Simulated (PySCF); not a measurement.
C₃H₁₁B₂N.
Z-matrix (Å and degrees, PBE0-D3(BJ)/def2-SVP geometry), rows numbered from 1:
```
B 
C   1  1.5382
B   2  1.6092  1   99.67
C   3  1.5798  2  119.71  1   -97.50
N   3  1.4016  2  120.73  1    81.22
C   5  1.4405  3  129.53  2     0.54
H   1  1.2131  2  120.85  3    81.66
H   1  1.2133  2  121.32  3   -93.30
H   2  1.0997  1  113.82  3  -113.29
H   2  1.1005  1  114.27  3   117.23
H   4  1.1032  3  110.16  2    55.19
H   4  1.1016  3  114.31  2   176.96
H   4  1.1033  3  110.33  2   -61.28
H   5  1.0145  3  116.89  2   179.02
H   6  1.1032  5  111.90  3  -118.09
H   6  1.1035  5  111.71  3   121.09
H   6  1.0973  5  110.20  3     1.23
```

Computed, not measured: PBE0-D3(BJ)/def2-SVP geometry optimisation, gas phase in PySCF 2.14.0.

Take the most abundant isotopes and a rigid rotor. The values belong to one conformer with, in the numbering `[BH2:1][CH2:2][B:3]([CH3:4])[NH:5][CH3:6]`, H–B1–C2–B3 82° and -93°, B1–C2–B3–C4 -98°, C2–B3–N5–C6 1°.

Problem. What are A, B and C (MHz)?

Solution. Ia = 132.64, Ib = 168.73, Ic = 260.37 u·Å²; 505379 MHz·u·Å²/I gives A = 3810, B = 2995, C = 1941 MHz.

Problem. Classify the top.

Solution. An asymmetric top; Ray's κ = 0.128.

Problem. Is it planar, by Δ = Ic − Ia − Ib?

Solution. Not planar: Δ = Ic − Ia − Ib = -41.01 u·Å². For a rigid frame Δ = −2 Σ m c², so Σ m c² = 20.50 u·Å² lies off the ab plane: 9.72 from hydrogen and 10.78 from heavier atoms. The atom farthest from that plane is 1.45 Å away.

Problem. Where do the levels up to J = 5 lie, in cm⁻¹?

Solution. Above 0(0,0):
J = 1: 1(0,1) 0.1647, 1(1,1) 0.1918, 1(1,0) 0.2270
J = 2: 2(0,2) 0.4752, 2(1,2) 0.4860, 2(1,1) 0.5915, 2(2,1) 0.6730, 2(2,0) 0.6918
J = 3: 3(0,3) 0.9145, 3(1,3) 0.9174, 3(1,2) 1.1210, 3(2,2) 1.1670, 3(2,1) 1.2404, 3(3,1) 1.4006, 3(3,0) 1.4080
J = 4: 4(0,4) 1.4806, 4(1,4) 1.4812, 4(1,3) 1.7916, 4(2,3) 1.8099, 4(2,2) 1.9735, 4(3,2) 2.0837, 4(3,1) 2.1249, 4(4,1) 2.3784, 4(4,0) 2.3808
J = 5: 5(0,5) 2.1752, 5(1,5) 2.1753, 5(1,4) 2.5871, 5(2,4) 2.5926, 5(2,3) 2.8689, 5(3,3) 2.9283, 5(3,2) 3.0432, 5(4,2) 3.2423, 5(4,1) 3.2606, 5(5,1) 3.6088, 5(5,0) 3.6095

Problem. Predict some low-J microwave lines.

Solution. The dipole components are |μa| = 1.65 D, |μb| = 1.28 D, |μc| = 0.44 D. The squared components, which scale the intensities, stand as 1.00 : 0.60 : 0.07 (a : b : c). Some lines, for components of 0.1 D or more:

| type | branch | J(Ka,Kc) | MHz | lower level (cm⁻¹) |
| --- | --- | --- | --- | --- |
| c | Q | 2(1,2) ← 2(0,2) | 323 | 0.475 |
| c | Q | 1(1,1) ← 1(0,1) | 815 | 0.165 |
| a | Q | 1(1,0) ← 1(1,1) | 1054 | 0.192 |
| b | R | 1(1,1) ← 0(0,0) | 5751 | 0.000 |
| c | R | 2(1,1) ← 1(0,1) | 12795 | 0.165 |
| a | R | 3(2,2) ← 2(2,1) | 14808 | 0.673 |
| a | R | 3(2,1) ← 2(2,0) | 16448 | 0.692 |
| c | R | 3(2,1) ← 2(1,1) | 19455 | 0.591 |
| c | R | 4(4,0) ← 3(3,0) | 29165 | 1.408 |
| c | R | 4(4,1) ← 3(3,1) | 29314 | 1.401 |

No PBE0-D3(BJ)/def2-SVP frequencies stand behind this structure, so it isn't proved a minimum. These are rigid-rotor constants of the computed structure; measured ground-state constants (B0) also hold zero-point vibration. A rigid rotor knows nothing of internal rotation, which can split or shift real lines. Quadrupole hyperfine structure (11B, 14N) is left out.

The run took 90 s wall on one thread, Arm Neoverse N1 (aarch64) (shared host), and the process peaked at 0.65 GiB of memory. This is the geometry optimisation.
